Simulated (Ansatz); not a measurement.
Ansatz (a program for electronic structure) input (B3LYP-D3(BJ)/def2-TZVP):

Ansatz 0.2 input:
```yaml
crystal:
  periodic: [false, false, false]
  atoms:
    - {symbol: Fe, position_ang: [0.15620194, -0.20584961, -0.53272688]}
    - {symbol: F, position_ang: [-1.42598828, -0.81495096, 0.16511270]}
    - {symbol: F, position_ang: [-0.00865419, 1.61646480, -0.42039332]}
    - {symbol: F, position_ang: [1.37390283, -0.59951716, 0.78005176]}
basis:
  gaussian:
    orbitals: def2-TZVP
hamiltonian:
  xc: b3lyp
  dispersion: d3bj
magnetization: {spin_polarized: true, initial_magnetization: 5}
relax: {f_tol: 0.002, max_steps: 150}
```

Output:

```
Functional definition: B3LYP
integrals: 0.06 GiB planned
981 factors; their error is unknown
mean field: 0.70 GiB planned
mean field evaluation 1: about -42538.7963 eV, gradient 4.4e1 eV
mean field evaluation 2: about -42382.1558 eV, gradient 2.5e2 eV
mean field evaluation 4: about -42544.2728 eV, gradient 3.7e0 eV
mean field evaluation 8: about -42544.3131 eV, gradient 1.5e-1 eV
mean field evaluation 16: about -42544.4424 eV, gradient 7.7e-4 eV
mean field -42544.44240262 eV, -1563.4794206373 hartree, gradient 1.8e-5 eV, S^2 8.759750; 0 other end points of the search recorded, 0 dependent functions left out
the calculation of the forces begins
reference -42544.44260046 eV, -1563.4794279079 hartree; 29, 24 occupied and 109, 114 virtual orbitals, 981 factors
relax step   1: F+E_penalty+E_count = -42544.52054818 eV  Δ(F+E_penalty+E_count) = +0.000e0 eV  max|allowed force component| = 3.454e0 eV/Å  Δτ_max = 0.0000 Å  (34 SCF iters, accepted)
these checks for a lower state are left out or cut short: starts, cluster_reference, orbital_swaps, neighbouring_geometries, increment
integrals: 0.06 GiB planned
981 factors; their error is unknown
mean field: 0.70 GiB planned
mean field -42544.94978855 eV, -1563.4980667267 hartree, gradient 1.9e-5 eV, S^2 8.759175; 0 other end points of the search recorded, 0 dependent functions left out
the calculation of the forces begins
reference -42544.94998875 eV, -1563.4980740839 hartree; 29, 24 occupied and 109, 114 virtual orbitals, 981 factors
relax step   2: F+E_penalty+E_count = -42545.02638702 eV  Δ(F+E_penalty+E_count) = -5.058e-1 eV  max|allowed force component| = 1.888e0 eV/Å  Δτ_max = 0.1966 Å  (41 SCF iters, accepted)
these checks for a lower state are left out or cut short: starts, cluster_reference, orbital_swaps, neighbouring_geometries, increment
integrals: 0.06 GiB planned
981 factors; their error is unknown
mean field: 0.70 GiB planned
mean field evaluation 32: about -42545.2433 eV, gradient 1.4e-1 eV
mean field -42545.24348468 eV, -1563.5088598600 hartree, gradient 1.6e-5 eV, S^2 8.758577; 0 other end points of the search recorded, 0 dependent functions left out
the calculation of the forces begins
reference -42545.24368662 eV, -1563.5088672813 hartree; 29, 24 occupied and 109, 114 virtual orbitals, 981 factors
relax step   3: F+E_penalty+E_count = -42545.31973704 eV  Δ(F+E_penalty+E_count) = -2.934e-1 eV  max|allowed force component| = 5.326e-1 eV/Å  Δτ_max = 0.2000 Å  (40 SCF iters, accepted)
these checks for a lower state are left out or cut short: starts, cluster_reference, orbital_swaps, neighbouring_geometries, increment
integrals: 0.06 GiB planned
981 factors; their error is unknown
mean field: 0.70 GiB planned
mean field -42545.30525161 eV, -1563.5111297530 hartree, gradient 1.5e-5 eV, S^2 8.758369; 0 other end points of the search recorded, 0 dependent functions left out
the calculation of the forces begins
reference -42545.30545406 eV, -1563.5111371929 hartree; 29, 24 occupied and 109, 114 virtual orbitals, 981 factors
relax step   4: F+E_penalty+E_count = -42545.38134107 eV  Δ(F+E_penalty+E_count) = -6.160e-2 eV  max|allowed force component| = 1.969e-2 eV/Å  Δτ_max = 0.1786 Å  (40 SCF iters, accepted)
these checks for a lower state are left out or cut short: starts, cluster_reference, orbital_swaps, neighbouring_geometries, increment
integrals: 0.06 GiB planned
981 factors; their error is unknown
mean field: 0.70 GiB planned
mean field -42545.30535096 eV, -1563.5111334041 hartree, gradient 1.9e-5 eV, S^2 8.758364; 0 other end points of the search recorded, 0 dependent functions left out
the calculation of the forces begins
reference -42545.30555339 eV, -1563.5111408432 hartree; 29, 24 occupied and 109, 114 virtual orbitals, 981 factors
relax step   5: F+E_penalty+E_count = -42545.38146687 eV  Δ(F+E_penalty+E_count) = -1.258e-4 eV  max|allowed force component| = 1.653e-2 eV/Å  Δτ_max = 0.0087 Å  (33 SCF iters, accepted)
these checks for a lower state are left out or cut short: starts, cluster_reference, orbital_swaps, neighbouring_geometries, increment
integrals: 0.06 GiB planned
981 factors; their error is unknown
mean field: 0.70 GiB planned
mean field -42545.30538124 eV, -1563.5111345170 hartree, gradient 3.1e-5 eV, S^2 8.758366; 0 other end points of the search recorded, 0 dependent functions left out
the calculation of the forces begins
reference -42545.30558368 eV, -1563.5111419564 hartree; 29, 24 occupied and 109, 114 virtual orbitals, 981 factors
relax step   6: F+E_penalty+E_count = -42545.38148330 eV  Δ(F+E_penalty+E_count) = -1.644e-5 eV  max|allowed force component| = 6.240e-5 eV/Å  Δτ_max = 0.0006 Å  (25 SCF iters, accepted)
integrals: 0.06 GiB planned
981 factors; their error is unknown
mean field: 0.70 GiB planned
mean field evaluation 64: about -42545.1770 eV, gradient 8.6e-2 eV
mean field -42545.30538124 eV, -1563.5111345170 hartree, gradient 3.1e-5 eV, S^2 8.758366; 1 other end points of the search recorded, 0 dependent functions left out
the calculation of the forces begins
reference -42545.30558368 eV, -1563.5111419564 hartree; 29, 24 occupied and 109, 114 virtual orbitals, 981 factors
Total energy: -42545.38168574 eV, -1563.5139386555 hartree
Atom 0 at     0.023876    -0.000961    -0.001999 Å, force     0.000028     0.000014     0.000030 eV/Å
Atom 1 at    -1.466896    -0.936639    -0.012375 Å, force    -0.000062    -0.000042    -0.000009 eV/Å
Atom 2 at     0.036127     1.641971    -0.633361 Å, force    -0.000005     0.000055    -0.000032 eV/Å
Atom 3 at     1.502355    -0.708224     0.639779 Å, force     0.000039    -0.000027     0.000011 eV/Å
Dipole moment:     0.000017     0.000002    -0.000019 e Å
```

The spin state was set by rule; other spins were not relaxed.
